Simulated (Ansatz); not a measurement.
`C[SiH](F)BS` + `BBO` → `BBO[SiH](C)F` + `BS`  (cleavage of the Si–B bond)

Computed with Ansatz on PBE0-D4/def2-TZVP structures; ΔE is electronic, products minus reactants. CBS: MP2 limit from def2 TZ/QZ plus the TZ coupled-cluster correction, frozen cores. This one scheme is used for every species. DFT in def2-TZVPP. HSE06 is defined as in plane-wave codes. Each species was taken in one conformer, which may not be the lowest.

Task: Is it downhill or uphill in electronic energy at CCSD(T)/CBS, and by how much? (Best estimate.)

Result: The calculation gave: Downhill: ΔE = -30.8 kcal/mol.

Task: What do these levels give: ωB97X-V, revPBE, BLYP, HSE06, LC-ωPBE, MP2/def2-QZVPP? (Estimate.)

Result: Ansatz gave: ωB97X-V -30.3, revPBE -25.2, BLYP -29.6, HSE06 -27.6, LC-ωPBE -29.1, MP2/def2-QZVPP -32.2 kcal/mol.

Largest T1 diagnostic among the species: 0.015.

From BLYP to BHLYP (50 % exact exchange), in def2-TZVPP and without D4, ΔE moves by −4.2 kcal/mol. Leaving LDA and LC-ωPBE aside and taking each functional with its dispersion term where it has one, the values, not all of them listed here, spread over 8.0 kcal/mol, from BHLYP-D4 to revPBE-D4. In def2-TZVPP, CCSD(T) changes the Hartree–Fock value by +6.4 kcal/mol (the triples alone add +0.9 kcal/mol) and MP2 by +5.2 kcal/mol.
